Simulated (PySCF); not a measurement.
AlClH4OSi. Atoms are numbered in the order given.

```xyz
8

Al     0.8806    -0.7410     0.0000
Cl    -0.6227    -2.2120     0.0000
H      2.3890    -1.1499     0.0000
O      0.4225     0.8849     0.0000
Si    -0.3489     2.3500     0.0000
H      0.0415     3.1220    -1.2145
H     -1.8291     2.1634     0.0000
H      0.0415     3.1220     1.2145
```

The structure is a stationary point at B3LYP-D3(BJ)/def2-SVP. The values are those of a single conformer.

These are B3LYP-D3(BJ)/def2-SVP (PySCF 2.14.0) values and carry that method's errors.

Frequencies are harmonic and unscaled.

```tsv
mode	ν (cm⁻¹)	IR (km/mol)	Raman (Å⁴/amu)	depolarisation	moving atoms (share of kinetic energy)
1	10	0.1	0.2	0.75	H 92 %
2	42	0.6	0.2	0.64	Si 27 %, O 27 %, Cl 27 %, H 13 %
3	104	1.9	0.9	0.75	O 66 %, H 21 %, Al 8 %
4	221	20.4	3.0	0.69	O 51 %, Cl 24 %, Al 18 %
5	481	136.4	3.2	0.75	H 77 %, Al 19 %
6	484	39.1	12.6	0.10	Al 45 %, Cl 30 %, Si 20 %
7	591	5.8	13.3	0.71	Al 39 %, H 27 %, Si 19 %, Cl 14 %
8	706	226.5	4.6	0.50	H 75 %, Al 20 %
9	737	101.2	10.5	0.72	H 82 %, Si 9 %, O 8 %
10	743	68.2	9.6	0.75	H 84 %, Si 9 %
11	960	88.4	26.4	0.74	H 96 %
12	961	87.2	24.6	0.75	H 96 %
13	1004	466.4	17.1	0.75	H 85 %, Si 13 %
14	1129	435.4	0.9	0.42	O 77 %, Al 10 %
15	2020	126.4	140.0	0.16	H 96 %
16	2221	149.8	84.3	0.61	H 96 %
17	2223	160.6	94.7	0.75	H 96 %
18	2227	89.3	230.8	0.02	H 99 %
```
